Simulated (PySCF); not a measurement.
## Property card for `CC(=O)C#C[Si@H](P)[SiH2][SiH3]`

Compound: C₄H₁₁OPSi₃.
SMILES with atom numbers: `[CH3:1][C:2](=[O:3])[C:4]#[C:5][Si@H:6]([PH2:7])[SiH2:8][SiH3:9]` (hydrogens: H10, H11, H12 on C1; H13 on Si6; H14, H15 on P7; H16, H17 on Si8; H18, H19, H20 on Si9)

Among its groups: ketone, alkyne, Si–H bond and C–Si bond.

**GFN2-xTB geometry**

- Point group of the GFN2-xTB geometry: C1
- Rotational constants A, B, C of the GFN2-xTB geometry: 0.750, 0.446, 0.303 GHz

PBE0/pcSseg-1 ground state and GIAO shieldings, non-relativistic (PySCF):

* Dipole moment: 2.03 D
* HOMO energy: -7.55 eV
* LUMO energy: -1.99 eV
* HOMO–LUMO gap: 5.56 eV
* Lowest Hirshfeld atomic charge: -0.22 e on O3
* Highest Hirshfeld atomic charge: +0.24 e on Si6
* 13C chemical shifts (computed TMS as zero) by class: 187.5 (C2), 113.4 (C4), 101.0 (C5), 36.6 (C1) ppm
* 1H chemical shifts (computed TMS as zero) by class: 4.64 (H13), 3.59 (H18/H19/H20), 3.53 (H16), 3.47 (H17), 2.35 (H10/H11/H12), 1.68 (H14/H15) ppm
* Isotropic shieldings of nuclei other than C and H, by class: -375 (O3), 425 (Si6), 465 (Si9), 467 (Si8), 587 (P7) ppm
* Mayer bond orders between heavy atoms: C1–C2 1.03, C2–O3 1.98, C2–C4 0.95, C4–C5 2.46, C5–Si6 0.89, Si6–P7 0.99, Si6–Si8 0.87, Si8–Si9 0.90

Monoisotopic mass (most abundant isotopes): 189.9855 u.

With B = h/(8π²I), that is 505.379 GHz u Å² over I, the principal moments of inertia are 673.9, 1133.2 and 1665.3 u Å² (most abundant isotopes). In atomic units the dipole is 0.80 e·bohr (1 au = 2.5417 D). The rotational constants make it an asymmetric top with κ = (2B − A − C)/(A − C) = -0.36, nearer the prolate limit (−1).

One conformer (not necessarily the lowest) at the GFN2-xTB geometry, without solvent or vibrations. NMR classes are plain means over equivalent atoms (diastereotopic ones count apart unless rotation or inversion swaps them), as if these changed places fast; in this geometry the members of some classes differ.

For the NMR shielding job (PBE0/pcSseg-1), on one thread, Arm Neoverse N1 (aarch64) (shared host), this took 1.8 min and 1.1 GiB of memory at its peak.

Conformer computed: `[CH3:1][C:2](=[O:3])[C:4]#[C:5][Si@H:6]([PH2:7])[SiH2:8][SiH3:9]`: C5–Si6–Si8–Si9 -52°, H–P7–Si6–C5 12°, H–P7–Si6–C5 -80°.
